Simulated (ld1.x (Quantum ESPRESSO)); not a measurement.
An all-electron radial function and its pseudo partner (Ru (Z = 44))

Columns: radius, all-electron u(r) and pseudo u(r) of the 4d shell (level -5.26 eV) of ruthenium in the configuration [Ar] 3d10 4s2 4p6 4d7 5s1 5p0; PW91, scalar-relativistic, PAW scheme, ld1.x (Quantum ESPRESSO) 7.5.

| r (bohr) | all-electron | pseudo |
| --- | --- | --- |
| 0.085 | 0.1193 | -0.0011 |
| 0.170 | 0.3263 | -0.0089 |
| 0.255 | 0.3886 | -0.0290 |
| 0.340 | 0.3028 | -0.0654 |
| 0.425 | 0.1339 | -0.1199 |
| 0.510 | -0.0622 | -0.1916 |
| 0.595 | -0.2513 | -0.2773 |
| 0.680 | -0.4159 | -0.3719 |
| 0.765 | -0.5495 | -0.4691 |
| 0.850 | -0.6516 | -0.5619 |
| 0.935 | -0.7244 | -0.6443 |
| 1.020 | -0.7718 | -0.7111 |
| 1.105 | -0.7984 | -0.7595 |
| 1.190 | -0.8086 | -0.7883 |
| 1.275 | -0.8062 | -0.7988 |
| 1.360 | -0.7944 | -0.7939 |
| 1.445 | -0.7759 | -0.7776 |
| 1.530 | -0.7527 | -0.7540 |
| 1.615 | -0.7263 | -0.7267 |
| 1.700 | -0.6980 | -0.6980 |
| 1.785 | -0.6686 | -0.6686 |
| 1.870 | -0.6388 | -0.6388 |
| 1.955 | -0.6091 | -0.6091 |
| 2.040 | -0.5799 | -0.5799 |
| 2.125 | -0.5514 | -0.5514 |
| 2.210 | -0.5238 | -0.5238 |

Q: How many radial nodes do the two functions have?

A: The all-electron 4d function has n − l − 1 = 1; the pseudo-wave has 0, since the states of the same l below it are removed with the core.

Q: At about which radius was the pseudo-wave matched?

A: 1.70 bohr, where the columns begin to agree (steps of 0.09 bohr).

Q: Where does each function peak?

A: Outermost all-electron maximum near 1.19 bohr, pseudo maximum near 1.27 bohr (to the table’s step).

Q: Is the pseudo-wave norm-conserving?

A: No, it belongs to a PAW set: the norm inside the radius is not constrained, and the difference is carried by the augmentation charge.
